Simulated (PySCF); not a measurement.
H5PSi, SMILES P[SiH3].

Geometry optimised at B3LYP-D3(BJ)/def2-TZVP.

Two levels are set side by side: TDA-PBE/def2-SVPD (PySCF) and TDA-CAM-B3LYP/def2-SVPD (PySCF). Vertical, same geometry. The lowest singlet is HOMO→LUMO+1 96 % with PBE and HOMO→LUMO 52 %, HOMO→LUMO+1 44 % with the other functional; states are paired by order. Differences are taken from unrounded values.

```
quantity                               TDA-CAM-B3LYP  TDA-PBE  TDA-PBE minus TDA-CAM-B3LYP
-------------------------------------  -------------  -------  ---------------------------
lowest singlet excitation (eV)                  6.68     6.12                        -0.55
lowest triplet excitation (TDA) (eV)            5.67     5.36                        -0.31
first bright state (f over 0.05) (eV)           7.02     6.40                        -0.61
its oscillator strength                         0.25     0.14                        -0.11
```

A lower first singlet is the usual sign of a functional without exact exchange. Differences between two approximate levels are no errors against the true value.

Rough cost on one machine, each run with all the roots and properties that it gave: TDA-CAM-B3LYP against TDA-PBE about 2 times.
